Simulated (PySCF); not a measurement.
Electron correlation in Hg⁶⁹⁺ (mercury, charge +69)

[Ne] 3s1, 2S determinant. Computed with PySCF 2.14 in an even-tempered Gaussian basis (16 s from 21 bohr⁻², ratio 2.5; 10 p from 28 bohr⁻², ratio 2.5; 4 d from 100 bohr⁻², ratio 2.7; 4 f from 150 bohr⁻², ratio 2.7), with the non-relativistic Hamiltonian (point nucleus). Frozen: 1s2; 9 electrons correlated; the 17 highest virtual orbitals of each spin left out.

MP2 pair energies summed by pair of shells (mhartree):

```tsv
pair	energy	share (%)
2p-2p	-212.76	66.4
2s-2p	-62.86	19.6
2p-3s	-28.38	8.9
2s-2s	-11.19	3.5
2s-3s	-5.21	1.6
```

Total MP2 correlation energy: -320.41 mhartree.

At this charge a non-relativistic calculation is a model, useful for the Z dependence of the correlation energy.
